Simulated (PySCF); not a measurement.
Computed shifts of a molecule C3H6OSi, PBE/pcSseg-1 run with PySCF, GIAO, gas phase, atoms alike by connectivity averaged where their shifts nearly agree, in ppm (number of nuclei): ²⁹Si: -64.9 (1). ¹³C: 161.9 (1), 115.3 (1), 91.9 (1). ¹H: 7.06 (1), 6.20 (1), 6.11 (1), 4.33 (3). References: ²⁹Si against TMS (σ = 335.4 ppm); ¹³C against TMS (σ = 182.0 ppm); ¹⁷O against H2O (σ = 334.3 ppm); ¹H against TMS (σ = 31.49 ppm), references at their B3LYP-D3(BJ)/def2-TZVP geometries, non-relativistic. Geometry: B3LYP-D3(BJ)/def2-SVP. The values are those of a single conformer.

**Question.** Pick the molecule that these values belong to.
(A) C#C[SiH2]OC
(B) [SiH3][C@@H]1C=CO1
(C) C=C1C[SiH2]O1
(D) [SiH3]C1=CCO1

**Answer.** B, [SiH3][C@@H]1C=CO1
